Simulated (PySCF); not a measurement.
Computed with ωB97X-D3(BJ)/def2-TZVP // PBE0-D3(BJ)/def2-TZVP in PySCF. All species are isolated molecules in the gas phase. One relaxed conformer stands for a flexible species; it need not be the lowest. Delta-SCF ions had no search for a lower state. Excitations are Tamm–Dancoff values on a coarser integration grid. The basis has no diffuse functions, so Rydberg states are missing or too high.

Reference species (SMILES): `OC(=C)C[SiH3]` (C–C–O–H torsion 0°, O–C–C–Si torsion -69°) (neutral, multiplicity 1).

```
Quantity                                  Result
--------------------------------------  --------
vertical ionisation energy (Delta-SCF)   8.81 eV
S1 excitation (TDA)                      6.52 eV
S1 oscillator strength                     0.001
HOMO                                    -8.96 eV
```

After one change: the vertical ionisation energy (Delta-SCF) goes up by 0.03 eV; the S1 excitation (TDA) rises by 0.13 eV; the S1 oscillator strength is nearly the same; the HOMO drops by 0.10 eV.

Problem. Name the change that produced these shifts. The new species is one of these.
A) `OC/C=C/[SiH3]` (H–O–C–C torsion 58°, O–C–C–C torsion -126°)
B) `OC/C=C\[SiH3]` (H–O–C–C torsion 73°, O–C–C–C torsion 8°)
C) `C/C(O)=C/[SiH3]` (C–C–O–H torsion 180°)
D) `O/C=C/C[SiH3]` (H–O–C–C torsion -1°, C–C–C–Si torsion -111°)

Solution. C, `C/C(O)=C/[SiH3]` (C–C–O–H torsion 180°)
